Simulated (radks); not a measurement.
The numbers below are computed, except where a source is named.
Q: Isoelectronic series with 3 electrons, each ion in its NIST ground configuration. Level of theory: scalar-relativistic Kohn-Sham, r2SCAN, spin-polarised, spherical densities, finite nucleus; open shells are filled with parallel spins first; meta-GGA in the generalised Kohn-Sham scheme; Fermi nuclear charge, rms radius of each element as measured or else 0.836 A^(1/3) + 0.57 fm (a radial shooting solver on a logarithmic mesh with Libxc functionals). Total energies (hartree) and mean radii <r> (bohr):

ion,configuration,E (hartree),2s up,1s down
Li,[He] 2s1,-7.48070,3.805,0.5791
Be+,[He] 2s1,-14.32894,2.260,0.4182
B2+,[He] 2s1,-23.43218,1.627,0.3271
C3+,[He] 2s1,-34.79023,1.275,0.2685
N4+,[He] 2s1,-48.40454,1.049,0.2277
O5+,[He] 2s1,-64.27727,0.8918,0.1976
F6+,[He] 2s1,-82.41103,0.7755,0.1746
Ne7+,[He] 2s1,-102.80883,0.6861,0.1563
Mg9+,[He] 2s1,-150.41062,0.5575,0.1292
Al10+,[He] 2s1,-177.62261,0.5097,0.1189
Si11+,[He] 2s1,-207.11464,0.4694,0.1101
P12+,[He] 2s1,-238.89171,0.4350,0.1025
S13+,[He] 2s1,-272.95917,0.4052,0.09585
Cl14+,[He] 2s1,-309.32282,0.3792,0.09002
Ar15+,[He] 2s1,-347.98885,0.3564,0.08484
K16+,[He] 2s1,-388.96389,0.3360,0.08023
Ca17+,[He] 2s1,-432.25491,0.3179,0.07608
Sc18+,[He] 2s1,-477.86937,0.3016,0.07233
Ti19+,[He] 2s1,-525.81515,0.2868,0.06892
Cr21+,[He] 2s1,-628.73442,0.2612,0.06297
Mn22+,[He] 2s1,-683.72579,0.2499,0.06036
Fe23+,[He] 2s1,-741.08447,0.2396,0.05795

Estimate the row of V20+ ([He] 2s1).

A: E (hartree) -576.10061; 2s up 0.2734; 1s down 0.06582.
